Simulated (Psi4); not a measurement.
Cl2Ge, charge +1, sextet, geometry from GFN2-xTB of the parent state (a state made from the parent by changing its charge; the spin is typed, not shown lowest); BLYP/STO-3G run with Psi4 1.11.

The Psi4 input:
```
memory 2 GB

molecule {
1 6
Ge   -0.00024667   -0.00711576    0.53700100
Cl    1.14203502    1.43906514   -0.48590803
Cl   -1.14157070   -1.42567077   -0.52491738
}

set {
  basis sto-3g
  reference uks
}

energy('blyp')
print_variables()
```

It wrote (shortened):

```
   => Loading Basis Set <=

    Name: STO-3G
    Role: ORBITAL
    Keyword: BASIS

         ---------------------------------------------------------
                                   SCF
               by Justin Turney, Rob Parrish, Andy Simmonett
                          and Daniel G. A. Smith
                              UKS Reference
         ---------------------------------------------------------

  ==> Geometry <==

    Molecular point group: cs
    Full point group: Cs

    Geometry (in Angstrom), charge = 1, multiplicity = 6:

       Center              X                  Y                   Z               Mass
    ------------   -----------------  -----------------  -----------------  -----------------
         GE           0.005396462947    -0.506790374788     0.000000000000    73.921177761000
         CL          -1.837476663046     0.516150571690     0.000000000000    34.968852682000
         CL           1.826068999764     0.555161138847     0.000000000000    34.968852682000

  Running in cs symmetry.

  Rotational constants: A =      0.43161  B =      0.07183  C =      0.06158 [cm^-1]
  Rotational constants: A =  12939.48705  B =   2153.34370  C =   1846.11908 [MHz]
  Nuclear repulsion =  314.898699546948308

  Charge       = 1
  Multiplicity = 6
  Electrons    = 65
  Nalpha       = 35
  Nbeta        = 30

  ==> Algorithm <==

  SCF Algorithm Type is DF.
  DIIS enabled.
  MOM disabled.
  Fractional occupation disabled.
  Guess Type is SAD.
  Energy threshold   = 1.00e-06
  Density threshold  = 1.00e-06
  Integral threshold = 1.00e-12

  ==> Primary Basis <==

  Basis Set: STO-3G
    Blend: STO-3G
    Number of shells: 18
    Number of basis functions: 36
    Number of Cartesian functions: 37
    Spherical Harmonics?: true
    Max angular momentum: 2

  ==> DFT Potential <==

   => LibXC <=

    Version 7.1.2
    S. Lehtola, C. Steigemann, M. J. T. Oliveira, and M. A. L. Marques,  SoftwareX 7, 1–5 (2018) (10.1016/j.softx.2017.11.002)

   => Composite Functional: BLYP <=

    BLYP GGA Exchange-Correlation Functional

    P.J. Stephens et. al., J. Phys. Chem., 98, 11623-11627, 1994
    B. Miehlich et. al., Chem. Phys. Lett., 157(3), 200-206 1989

    Deriv               =              1
    GGA                 =           TRUE
    Meta                =          FALSE

    Exchange Hybrid     =          FALSE
    MP2 Hybrid          =          FALSE

   => Exchange Functionals <=

    1.0000     XC_GGA_X_B88

[...]
      Nbeta    =   30.0000074029 ; deviation = 7.403e-06
      Ntotal   =   65.0000052922 ; deviation = 5.292e-06

   @Spin Contamination Metric:   6.462929965E-05
   @S^2 Expected:                8.750000000E+00
   @S^2 Observed:                8.750064629E+00
   @S   Expected:                2.500000000E+00
   @S   Observed:                2.500000000E+00

    Orbital Energies [Eh]
    ---------------------

    Alpha Occupied:

[...]
    Alpha Virtual:

      27Ap    -0.147355

    Beta Occupied:

[...]
    Beta Virtual:

[...]
    Final Occupation by Irrep:
             Ap   App
    DOCC [    23,    7 ]
    SOCC [     3,    2 ]
    NA   [    26,    9 ]
    NB   [    23,    7 ]

  @DF-UKS Final Energy: -2962.59679558646258

   => Energetics <=

    Nuclear Repulsion Energy =            314.8986995469483077
    One-Electron Energy =               -4738.4585743695561177
    Two-Electron Energy =                1596.0232196489018861
    DFT Exchange-Correlation Energy =    -135.0601404127570788
    Empirical Dispersion Energy =           0.0000000000000000
    VV10 Nonlocal Energy =                  0.0000000000000000
    Total Energy =                      -2962.5967955864625765

  UHF NO Occupations:
  HONO-2 :   25 Ap 1.0000000
  HONO-1 :    9App 1.0000000
  HONO-0 :   26 Ap 1.0000000
  LUNO+0 :   27 Ap 0.0000323

Computation Completed

Properties will be evaluated at   0.000000,   0.000000,   0.000000 [a0]

Properties computed using the SCF density matrix

 Multipole Moments:

 ------------------------------------------------------------------------------------
     Multipole            Electronic (a.u.)      Nuclear  (a.u.)        Total (a.u.)
 ------------------------------------------------------------------------------------

 L = 1.  Multiply by 2.5417464519 to convert [e a0] to [Debye]
 Dipole X            :          0.0411350           -0.0401443            0.0009907
 Dipole Y            :         -3.8642104            3.7700170           -0.0941934
 Dipole Z            :          0.0000000            0.0000000            0.0000000
 Magnitude           :                                                    0.0941986

 ------------------------------------------------------------------------------------

  Variable Map:
  ----------------------------------------------------------------------------
[...]
  Array Variable Map:
  ----------------------------------------------------------------------------
[...]
[...]
```
